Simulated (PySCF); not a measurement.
A structure optimised at PBE-D3(BJ)/def2-SVP, used in a PySCF frequency run:

```xyz
5

F     -1.3909    -0.8030     1.3000
Ge     0.0000     0.0000     0.6599
F      1.3909    -0.8030     1.3000
F      0.0000     1.6061     1.3000
Br     0.0000     0.0000    -1.6062
```
Charge 0, spin multiplicity 1.

Write its SMILES, formula and point group.

[F][Ge]([F])([F])[Br], BrF3Ge, C3v

What are its rotational constants (standard atomic weights)?

3.4375, 1.2405, 1.2405 GHz
